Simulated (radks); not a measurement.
Ne, 10 electrons, occupied as [Ne] (the NIST ground configuration).

All-electron calculation, non-relativistic Kohn-Sham, TASK exchange with Perdew-Wang LDA correlation, spin-polarised, spherical densities, point nucleus; meta-GGA in the generalised Kohn-Sham scheme. Program: a radial shooting solver on a logarithmic mesh with Libxc functionals.

Energy parts (hartree):
| part | energy |
|---|---|
| total | -128.98478 |
| kinetic | 128.48951 |
| electron-nucleus | -311.06622 |
| Hartree | 66.12365 |
| exchange-correlation | -12.53171 |

Orbitals (lengths in bohr, moments of r in powers of bohr; <r^-3> diverges for s and p1/2):
orbital  occ.  eigenvalue (hartree)  <1/r>     <r>  <r^-3>
1s          2             -30.79180  9.595  0.1585       -
2s          2              -1.44057  1.633  0.9019       -
2p          6              -0.53174  1.442  0.9649   11.17

The highest occupied level is 2p at -14.470 eV. The density falls to 0.001 e/bohr^3 at r = 2.90 bohr. For comparison, the ionisation energy in NIST's Atomic Spectra Database is 21.565 eV (measured). In exact Kohn-Sham theory the highest level is minus the ionisation energy, but local and semilocal functionals leave it too shallow, through self-interaction and a potential that decays too fast; potentials with the right tail come closer.
